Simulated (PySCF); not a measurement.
Isomers of C6H11NO, mass 113.084 u with the commonest isotopes. Method used: PBE0-D3(BJ)/def2-SVP geometry optimisation, gas phase (PySCF 2.14.0). One conformer each, none proved a minimum here; rigid rotors.

Problem. Order these by dipole moment, smallest first.
A. `[CH2:1]=[C:2]([CH3:3])[O:4][CH2:5]/[N:6]=[CH:7]\[CH3:8]` with C1–C2–O4–C5 -1°, C2–O4–C5–N6 -178°, O4–C5–N6–C7 -5°
B. `[CH2:1]=[CH:2][C@@H:3]([CH2:4][CH3:5])[C:6]([NH2:7])=[O:8]` with C1–C2–C3–C4 121°, C2–C3–C4–C5 -164°, C2–C3–C6–N7 53°, C3–C6–N7–H -176° and -12°
C. `[CH3:1][N:2]([CH3:3])[C:4](=[O:5])[CH:6]1[CH2:7][CH2:8]1` with N2–C4–C6–C7 -155°
D. `[CH3:1][NH:2][C@@H:3]1[CH:4]=[CH:5][O:6][CH2:7][CH2:8]1` with C1–N2–C3–C4 -53°, N2–C3–C4–C5 -103°, C4–C5–O6–C7 9°, C5–O6–C7–C8 -43°, O6–C7–C8–C3 63°

Solution. A (1.48 D), D (1.68 D), B (3.32 D), C (3.52 D).

Problem. Order these by rotational constant B, smallest first.
A. `[CH2:1]=[C:2]([CH3:3])[O:4][CH2:5]/[N:6]=[CH:7]\[CH3:8]` with C1–C2–O4–C5 -1°, C2–O4–C5–N6 -178°, O4–C5–N6–C7 -5°
B. `[CH2:1]=[CH:2][C@@H:3]([CH2:4][CH3:5])[C:6]([NH2:7])=[O:8]` with C1–C2–C3–C4 121°, C2–C3–C4–C5 -164°, C2–C3–C6–N7 53°, C3–C6–N7–H -176° and -12°
C. `[CH3:1][N:2]([CH3:3])[C:4](=[O:5])[CH:6]1[CH2:7][CH2:8]1` with N2–C4–C6–C7 -155°
D. `[CH3:1][NH:2][C@@H:3]1[CH:4]=[CH:5][O:6][CH2:7][CH2:8]1` with C1–N2–C3–C4 -53°, N2–C3–C4–C5 -103°, C4–C5–O6–C7 9°, C5–O6–C7–C8 -43°, O6–C7–C8–C3 63°

Solution. A (1241 MHz), C (1412 MHz), D (1612 MHz), B (1795 MHz).

Problem. Order these by rotational constant A, largest first.
A. `[CH2:1]=[C:2]([CH3:3])[O:4][CH2:5]/[N:6]=[CH:7]\[CH3:8]` with C1–C2–O4–C5 -1°, C2–O4–C5–N6 -178°, O4–C5–N6–C7 -5°
B. `[CH2:1]=[CH:2][C@@H:3]([CH2:4][CH3:5])[C:6]([NH2:7])=[O:8]` with C1–C2–C3–C4 121°, C2–C3–C4–C5 -164°, C2–C3–C6–N7 53°, C3–C6–N7–H -176° and -12°
C. `[CH3:1][N:2]([CH3:3])[C:4](=[O:5])[CH:6]1[CH2:7][CH2:8]1` with N2–C4–C6–C7 -155°
D. `[CH3:1][NH:2][C@@H:3]1[CH:4]=[CH:5][O:6][CH2:7][CH2:8]1` with C1–N2–C3–C4 -53°, N2–C3–C4–C5 -103°, C4–C5–O6–C7 9°, C5–O6–C7–C8 -43°, O6–C7–C8–C3 63°

Solution. C (4007 MHz), A (3847 MHz), D (3729 MHz), B (2326 MHz).

| SMILES | point group | Ia (u·Å²) | Ib (u·Å²) | Ic (u·Å²) | κ | μa (D) | μb (D) | μc (D) |
| --- | --- | --- | --- | --- | --- | --- | --- | --- |
| CN(C)C(=O)C1CC1 | C1 | 126.12 | 357.90 | 438.76 | -0.82 | 1.29 | 3.27 | 0.10 |
| C=C(C)OC/N=C\C | – | 131.37 | 407.14 | 528.68 | -0.80 | 0.35 | 1.44 | 0.05 |
| CN[C@@H]1C=COCC1 | C1 | 135.53 | 313.52 | 374.86 | -0.78 | 1.22 | 0.90 | 0.73 |
| C=C[C@@H](CC)C(N)=O | C1 | 217.30 | 281.55 | 449.13 | 0.12 | 3.18 | 0.14 | 0.94 |
